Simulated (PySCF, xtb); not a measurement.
C5H4F2O, SMILES O(C=C=C)C=C(F)F.

xtb with GFN2-xTB at its own geometry gives an orbital gap of 4.06 eV and a dipole moment of 4.00 D.

Coordinates come from a PBE0-D3(BJ)/def2-SVP optimisation. The structure was generated by enumeration, and PubChem lists no compound with its InChIKey, so it may never have been made. One conformer was computed; it need not be the lowest.

Question: What does ωB97X/def2-TZVP (PySCF) give? (An estimate is asked for; the answer gives what the named calculation found.)

Answer: gap 10.49 eV (levels -8.84 and 1.65 eV), dipole 1.94 D.
